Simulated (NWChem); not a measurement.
The numbers come from NWChem runs, not from measurements. System: FIn, charge 0, spin multiplicity 1, at a geometry optimised with B3LYP/def2-SVP with def2 effective core potentials on In. The structure started from a generated list of species. Level: CR-CCSD(T)/def2-SVP with def2 effective core potentials on In, 5 core orbitals frozen.

Job file:

```
start mol
memory heap 100 mb stack 700 mb global 1900 mb
geometry units angstroms nocenter noautoz
  In     0.000000     0.000000    -0.311099
  F      0.000000     0.000000     1.693760
  symmetry group C2v
end
basis spherical
  * library def2-svp
end
ecp
  In library def2-ecp
end
scf
  rhf
  nopen 0
  maxiter 100
  thresh 1e-7
  semidirect memsize 60000000 filesize 0
end
tce
  freeze core 5
  cr-ccsd(t)
  2eorb
  2emet 13
  thresh 1e-6
  maxiter 100
  tilesize 24
end
task tce energy
```

Part of the output:

```
             Northwest Computational Chemistry Package (NWChem) 7.3.0
             --------------------------------------------------------

                                NWChem Input Module
                                -------------------

 Scaling coordinates for geometry "geometry" by  1.889725989
 (inverse scale =  0.529177249)

 Turning off AUTOSYM since
 SYMMETRY directive was detected!

                             Geometry "geometry" -> ""
                             -------------------------

 Output coordinates in angstroms (scale by  1.889725989 to convert to a.u.)

  No.       Tag          Charge          X              Y              Z
 ---- ---------------- ---------- -------------- -------------- --------------
    1 In                  49.0000     0.00000000     0.00000000    -0.31109900
    2 F                    9.0000     0.00000000     0.00000000     1.69376000

 Effective nuclear repulsion energy (a.u.)     116.4007876907

            Nuclear Dipole moment (a.u.)
            ----------------------------
        X                 Y               Z
 ---------------- ---------------- ----------------
     0.0000000000     0.0000000000    -0.0000207870

      Symmetry information
      --------------------

 Group name             C2v
 Group number             16
 Group order               4
 No. of unique centers     2

      Symmetry unique atoms

     1    2


 Summary of "ao basis" -> "" (spherical)
 ------------------------------------------------------------------------------
       Tag                 Description            Shells   Functions and Types
 ---------------- ------------------------------  ------  ---------------------
 *                          def2-svp                  on all atoms

 Summary of "ao basis" -> "ao basis" (spherical)
 ------------------------------------------------------------------------------
       Tag                 Description            Shells   Functions and Types
 ---------------- ------------------------------  ------  ---------------------
 In                         def2-svp                10       26   4s4p2d
 F                          def2-svp                 6       14   3s2p1d

                                 NWChem SCF Module
                                 -----------------

  ao basis        = "ao basis"
  functions       =    40
  atoms           =     2
  closed shells   =    15
  open shells     =     0
  charge          =   0.00
  wavefunction    = RHF
  use symmetry    = T
  symmetry adapt  = T

 Summary of "ao basis" -> "ao basis" (spherical)
 ------------------------------------------------------------------------------
       Tag                 Description            Shells   Functions and Types
 ---------------- ------------------------------  ------  ---------------------
 In                         def2-svp                10       26   4s4p2d
 F                          def2-svp                 6       14   3s2p1d

      Symmetry analysis of basis
      --------------------------

        a1         19
        a2          3
        b1          9
        b2          9

 Forming initial guess at       0.0s

      Superposition of Atomic Density Guess
      -------------------------------------

 Sum of atomic energies:        -317.34281327

      Non-variational initial energy
      ------------------------------

 Total energy =    -288.296458
 1-e energy   =    -573.415891
 2-e energy   =     235.233382
 HOMO         =      -0.327091
 LUMO         =       0.003356
[...]
              MO Center=  3.9D-16, -4.2D-32, -3.7D-01, r^2= 5.6D+00
   Bfn.  Coefficient  Atom+Function         Bfn.  Coefficient  Atom+Function
  ----- ------------  ---------------      ----- ------------  ---------------
    14      0.806967  1 In px                11      0.293588  1 In px

 Vector   18  Occ=0.000000D+00  E= 1.062335D-01  Symmetry=a1
              MO Center=  1.3D-16,  7.8D-16, -2.9D-01, r^2= 6.9D+00
   Bfn.  Coefficient  Atom+Function         Bfn.  Coefficient  Atom+Function
  ----- ------------  ---------------      ----- ------------  ---------------
    16      1.029202  1 In pz                29     -0.366288  2 F  s
     3      0.180881  1 In s                  4      0.174658  1 In s

 center of mass
 --------------
 x =   0.00000000 y =   0.00000000 z =  -0.05035159

 moments of inertia (a.u.)
 ------------------
         234.007193299691           0.000000000000           0.000000000000
           0.000000000000         234.007193299691           0.000000000000
           0.000000000000           0.000000000000           0.000000000000

  Mulliken analysis of the total density
  --------------------------------------

    Atom       Charge   Shell Charges
 -----------   ------   -------------------------------------------------------
    1 In  21    20.36   2.60 -0.60  1.03  0.85  3.24  2.75  0.32  0.10  9.74  0.33
    2 F    9     9.64   1.99  1.10  0.87  3.30  2.38  0.00

       Multipole analysis of the density wrt the origin
       ------------------------------------------------

     L   x y z        total         open         nuclear
     -   - - -        -----         ----         -------
     0   0 0 0      0.000000      0.000000     30.000000

     1   1 0 0     -0.000000      0.000000      0.000000
     1   0 1 0      0.000000      0.000000      0.000000
     1   0 0 1     -1.257615      0.000000     16.460951

     2   2 0 0    -18.605872      0.000000      0.000000
     2   1 1 0      0.000000      0.000000      0.000000
     2   1 0 1      0.000000      0.000000      0.000000
     2   0 2 0    -18.605872      0.000000      0.000000
     2   0 1 1     -0.000000      0.000000      0.000000
     2   0 0 2    -27.323972      0.000000     99.460715

                   NWChem Extensible Many-Electron Theory Module
                   ---------------------------------------------


            General Information
            -------------------
      Number of processors :     1
         Wavefunction type : Restricted Hartree-Fock
          No. of electrons :    30
           Alpha electrons :    15
            Beta electrons :    15
           No. of orbitals :    80
            Alpha orbitals :    40
             Beta orbitals :    40
        Alpha frozen cores :     5
         Beta frozen cores :     5
     Alpha frozen virtuals :     0
      Beta frozen virtuals :     0
         Spin multiplicity : singlet
    Number of AO functions :    40
       Number of AO shells :    16
        Use of symmetry is : on
      Symmetry adaption is : on
         Schwarz screening : 0.10D-09

          Correlation Information
          -----------------------
          Calculation type : Coupled-cluster singles & doubles w/ perturbation
   Perturbative correction : Completely renormalized (T)
            Max iterations :      100
        Residual threshold : 0.10D-05
     T(0) DIIS level shift : 0.00D+00
     L(0) DIIS level shift : 0.00D+00
     T(1) DIIS level shift : 0.00D+00
     L(1) DIIS level shift : 0.00D+00
     T(R) DIIS level shift : 0.00D+00
     T(I) DIIS level shift : 0.00D+00
   CC-T/L Amplitude update :  5-th order DIIS
                I/O scheme : Global Array Library
        L-threshold :  0.10D-05
        EOM-threshold :  0.10D-05
 no EOMCCSD initial starts read in
 TCE RESTART OPTIONS
 SLICE:      F
 D4D5:       F
 quantumc:   F
 qrotation:  F
 pwtce:      F
 qducc:      F
 nacto:                         0
 nrotv:                         0
 nrot:                          0

            Memory Information
            ------------------
          Available GA space size is     249035200 doubles
          Available MA space size is     104849612 doubles

 Maximum block size supplied by input
 Maximum block size        24 doubles

 tile_dim =     11

 -------------------------------------------------

 Global array virtual files algorithm will be used

 Parallel file system coherency ......... OK

 4-electron integrals stored in orbital form

 v2    file size   =            95865
 4-index algorithm nr.  13 is used
 imaxsize =       30
 imaxsize ichop =        0


CCSD iterations
 ---------------------------------------------------------
 Iter          Residuum       Correlation     Cpu    Wall
 ---------------------------------------------------------
    1   0.1146317059369  -0.2543857049537     0.1     0.1
    2   0.0345546027849  -0.2588865749427     0.1     0.1
    3   0.0127057967774  -0.2643597734645     0.1     0.1
    4   0.0065783698414  -0.2653103861520     0.1     0.1
    5   0.0025762042907  -0.2661305735952     0.1     0.1
    6   0.0008877101149  -0.2664170027033     0.1     0.1
    7   0.0006479672795  -0.2664493620207     0.1     0.1
    8   0.0002408598655  -0.2664672909145     0.1     0.1
    9   0.0002463024580  -0.2664647844421     0.1     0.1
   10   0.0000916267973  -0.2664768443902     0.1     0.1
   11   0.0000246852111  -0.2664795236207     0.1     0.1
   12   0.0000134966001  -0.2664796874727     0.1     0.1
   13   0.0000066383814  -0.2664800109479     0.1     0.1
   14   0.0000049636907  -0.2664796843327     0.1     0.1
   15   0.0000024319028  -0.2664798263444     0.1     0.1
   16   0.0000007774237  -0.2664796908892     0.1     0.1
 -----------------------------------------------------------------
 Iterations converged
 CCSD correlation energy / hartree =        -0.266479690889239
 CCSD total energy / hartree       =      -288.885963792385382

 Singles contributions

 Doubles contributions
 CR-CCSD(T)

 CR-CCSD[T]  correction energy / hartree =        -0.005907282564189
 CR-CCSD[T] correlation energy / hartree =        -0.272386973453428
 CR-CCSD[T] total energy / hartree       =      -288.891871074949563
 CR-CCSD(T)  correction energy / hartree =        -0.004789301416125
 CR-CCSD(T) correlation energy / hartree =        -0.271268992305364
 CR-CCSD(T) total energy / hartree       =      -288.890753093801493

 Task  times  cpu:        3.2s     wall:        3.2s

 Total times  cpu:        3.2s     wall:        3.2s
```
